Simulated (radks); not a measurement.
Question: Species: Re3.2+. Configuration: [Xe] 4f14 5d(3/2: 3.8, 5/2: 0) (fractional occupations, a model configuration). Method: Dirac Kohn-Sham, PBEsol, spin-unpolarised, spherical densities, point nucleus; computed with a radial shooting solver on a logarithmic mesh with Libxc functionals. Some entries of the table are withheld. Estimate them.

| orbital | occ. | eigenvalue (hartree) | <r> (bohr) |
|---|---|---|---|
| 1s1/2 | 2 | -2630.128 | 0.01804 |
| 2s1/2 | 2 | -456.6797 | 0.07559 |
| 2p1/2 | 2 | -437.0170 | 0.06247 |
| 2p3/2 | 4 | -384.1332 | 0.07055 |
| 3s1/2 | 2 | -106.6243 | 0.1970 |
| 3p1/2 | 2 | -97.85440 | 0.1870 |
| 3p3/2 | 4 | -86.37099 | 0.2019 |
| 3d3/2 | 4 | (1) | 0.1765 |
| 3d5/2 | 6 | (2) | 0.1811 |
| 4s1/2 | 2 | -23.17577 | 0.4405 |
| 4p1/2 | 2 | -19.51962 | 0.4451 |
| 4p3/2 | 4 | -16.83716 | 0.4786 |
| 4d3/2 | 4 | -10.83754 | 0.4935 |
| 4d5/2 | 6 | -10.34195 | 0.5049 |
| 5s1/2 | 2 | -4.30536 | 1.033 |
| 5p1/2 | 2 | -3.19414 | 1.129 |
| 4f5/2 | 6 | -2.78742 | 0.5753 |
| 5p3/2 | 4 | -2.78268 | 1.225 |
| 4f7/2 | 8 | -2.69497 | 0.5841 |
| 5d3/2 | 3.8 | -1.31982 | 1.639 |
| 5d5/2 | 0 | -1.27824 | 1.682 |

Answer: 
(1) 3d3/2 eigenvalue (hartree): -71.64998
(2) 3d5/2 eigenvalue (hartree): -69.15685
